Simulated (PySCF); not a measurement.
Magnetic susceptibility: SMILES O=C(CC)C(=O)C1=CC1, C7H8O2

Cartesian coordinates in Å; atom numbers follow the order of the lines, from 1:
```xyz
17

C    -3.018   -0.564   -0.152
C    -1.892    0.441    0.039
C    -0.535   -0.202    0.043
O    -0.324   -1.381   -0.088
C     0.619    0.806    0.237
O     0.407    1.995    0.366
C     1.919    0.199    0.247
C     2.657   -0.885    0.164
C     3.409    0.389    0.365
H    -3.981   -0.059   -0.150
H    -2.899   -1.090   -1.096
H    -3.005   -1.301    0.647
H    -1.896    1.195   -0.753
H    -2.002    0.985    0.981
H     2.731   -1.938    0.042
H     3.959    0.819   -0.463
H     3.844    0.603    1.334
```

Computed with GIAO PBE0/pcSseg-1 magnetisability, rotational g tensor and spin-rotation constants, non-relativistic, gas phase (PySCF 2.14.0). Geometry: GFN2-xTB.

(1) How diamagnetic is it, and how anisotropic?

(2) Split it along the inertial axes a, b, c into diamagnetic and paramagnetic parts about the centre of mass, with the quadrupole moment.

(3) And the rotational g tensor?

Answers

(1) Isotropic -1069 × 10⁻³⁰ J/T², or -64.3 × 10⁻⁶ cm³/mol; principal values -1551, -983, -672 × 10⁻³⁰ J/T², anisotropy 772 × 10⁻³⁰ J/T² (root of half the summed squared differences of the principal values). The susceptibility is in cgs units.

(2) 
| axis | χ (10⁻⁶ cm³/mol) | diamagnetic (10⁻⁶ cm³/mol) | paramagnetic (10⁻⁶ cm³/mol) | summed x² of all electrons (Å²) | quadrupole Θ (D Å) |
| --- | --- | --- | --- | --- | --- |
| a | -58.7 | -411.9 | 353.2 | 303.8 | +9.02 |
| b | -40.9 | -1354.1 | 1313.2 | 81.7 | -10.72 |
| c | -93.4 | -1635.6 | 1542.2 | 15.4 | +1.70 |

Anisotropies 2χaa − χbb − χcc = +16.8 and 2χbb − χaa − χcc = +70.3 × 10⁻⁶ cm³/mol. Θ is traceless in Buckingham's convention.

(3) 
| axis | rotational constant (GHz) | g | nuclear part | electronic part |
| --- | --- | --- | --- | --- |
| a | 3.7902 | -0.0694 | 0.5595 | -0.6289 |
| b | 0.9874 | -0.0209 | 0.5882 | -0.6092 |
| c | 0.7951 | 0.0000 | 0.5760 | -0.5760 |

Asymmetric top; isotopes 12C, 1H, 16O; no vibrational averaging.
